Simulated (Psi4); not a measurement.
Psi4 input (wB97X-D/6-31G*):

```
memory 1500 MB

molecule {
0 2
B    -0.00000000   -0.00000000   -0.83561304
N     0.00000000    0.00000000    0.39812868
H     0.00000000    0.00000000    1.39116444
symmetry c1
no_reorient
no_com
}

set {
  basis 6-31G*
  reference uks
  scf_type pk
  dft_radial_points 99
  dft_spherical_points 590
  e_convergence 1e-8
  d_convergence 1e-7
  maxiter 150
}

e = energy('wb97x-d')
print_out(f'\nFINAL {e:.10f} DIPOLE {variable("CURRENT DIPOLE")[0]:.6f} {variable("CURRENT DIPOLE")[1]:.6f} {variable("CURRENT DIPOLE")[2]:.6f}\n')
```

Task: Predict the final energy.

Result: -80.08008 Eh.
